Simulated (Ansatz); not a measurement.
Reaction (ligand exchange at the Si–C bond): `O[SiH](O)C[SiH](O)F` + `CBO` → `CBO[SiH](O)F` + `C[SiH](O)O`

Calculated with Ansatz (gas phase, PBE0-D4/def2-TZVP geometries, no zero-point term in ΔE). CBS: MP2 limit from def2 TZ/QZ plus the TZ coupled-cluster correction, frozen cores. Functionals use def2-TZVPP. One conformer a species, not always the lowest.

CCSD(T)/CBS gives -76.7 kJ/mol.

(1) Another level gave -75.8 kJ/mol. Which?
A. ωB97M-V/def2-TZVPP
B. PBE-D4/def2-TZVPP
C. SCS-MP2/def2-TZVPP
D. MP2/def2-TZVPP

Largest T1 diagnostic among the species: 0.012.

Answers

(1) D. MP2/def2-TZVPP -75.8, PBE-D4 -59.7, ωB97M-V -70.9, SCS-MP2/def2-TZVPP -82.4 kJ/mol.

The D4 term adds +10.1 kJ/mol with B3LYP and +5.5 kJ/mol with PBE0; it sums over pairs of atoms, weighted by their polarisabilities, and B3LYP, whose exchange is more repulsive, gets the larger term. In def2-TZVPP, CCSD(T) changes the Hartree–Fock value by +33.6 kJ/mol (the triples alone add +5.2 kJ/mol) and MP2 by +33.8 kJ/mol.

B3LYP here is the variant with VWN-RPA as its local correlation; programs differ in this.
